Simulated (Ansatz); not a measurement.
# Active spaces for MnF2, sextet

Program: Ansatz, Gaussian basis, development build. Basis def2-SVP, nonrelativistic, 11 orbitals frozen in the corrections. State-specific CASSCF; RHF is the lowest restricted (open-shell) Hartree–Fock solution met. A minimal or small basis: far from the basis limit. No symmetry is imposed, so a solution can break that of the shape. Lower solutions, or ones in other orbitals, may exist.

Geometry. A bond is stretched, to 1.84 times the sum of the covalent radii.

```xyz
3

F     0.0000    0.0000    3.6000
Mn    0.0000    0.0000    0.0000
F     0.0000    0.0000   -1.8000
```

Problem. What do CASSCF and its corrections give against RHF in CAS(9,8), and what are the occupations?

Solution. CASSCF -2.061 eV, SC-NEVPT2 -12.784 eV; occupations 2.00, 1.25, 1.00, 1.00, 1.00, 1.00, 1.00, 0.75.
